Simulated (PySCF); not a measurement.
## CH6Si3, SMILES `[SiH2]=C=[SiH][SiH3]` (charge 0, multiplicity 1)

All values below come from PBE0-D3(BJ)/def2-TZVP (PySCF).

* **HOMO**: -6.53 eV
* **dipole moment**: 0.35 D
* **HOMO–LUMO gap**: 4.71 eV
* **LUMO**: -1.82 eV
* **total energy**: -909.7014 Ha
* **cost**: around 50 core-seconds (rough)

```xyz
10

Si     2.6939     0.1745     0.4955
C      1.2627    -0.1952    -0.2952
Si    -0.2292    -0.5229    -0.9962
Si    -2.2249     0.1665    -0.0146
H      3.3331    -0.7179     1.4898
H      3.4645     1.4162     0.2547
H     -0.3357    -1.2627    -2.2823
H     -3.1039    -1.0066     0.2415
H     -1.9110     0.8511     1.2634
H     -2.9494     1.0970    -0.9220
```
Charge 0, spin multiplicity 1.
